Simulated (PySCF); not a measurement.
A GIAO shielding run with PySCF 2.14 (density fitting, non-relativistic, gas phase) on `InChI=1S/C4H15NOSi3/c6-9(5(7)8)4-2-1-3-4/h4,6,9H,1-3H2,7-8H3/t9-/m1/s1`:

```
$ OMP_NUM_THREADS=1 python probes_run.py task.json out

{"job": {"kind": "nmr", "xc": "PBE0", "basis": "pcSseg-1"}, "charge": 0, "multiplicity": 1}
O     -0.504536     1.561126    -2.042481
Si    -0.213000     0.986555    -0.548811
C      1.144192    -0.307080    -0.796110
C      2.577664     0.256278    -0.736762
C      2.716816    -0.303917     0.683160
C      1.454304    -1.143765     0.457818
N     -1.659812     0.301877     0.154791
Si    -1.879652     0.225078     1.880378
Si    -2.812851    -0.564363    -0.821594
H     -1.246697     2.140336    -2.191967
H      0.182539     2.089424     0.330531
H      0.940084    -0.901262    -1.688875
H      2.676093     1.334597    -0.840800
H      3.249934    -0.225392    -1.445185
H      3.631599    -0.854648     0.897529
H      2.575862     0.459243     1.445891
H      0.708967    -1.112132     1.251892
H      1.677917    -2.184942     0.227441
H     -1.808617    -1.167479     2.336737
H     -0.820849     1.013941     2.504588
H     -3.197594     0.784796     2.190478
H     -2.816502    -1.981580    -0.445556
H     -4.131665     0.026901    -0.567210
H     -2.455931    -0.413825    -2.228327
```

Hardware: 1 thread of an Arm Neoverse N1, shared host. The job also computes population analyses, field gradients, ring-centre shieldings.

Q: How large is the calculation?

A: 96 electrons, 249 basis functions and 1358 auxiliary functions.

Q: How long does it take, and how much memory does it need?

A: 2.1 min of wall time, with 14 SCF cycles and 4 response iterations; peak memory 1.1 GiB. Times on a shared host scatter by some tens of per cent.
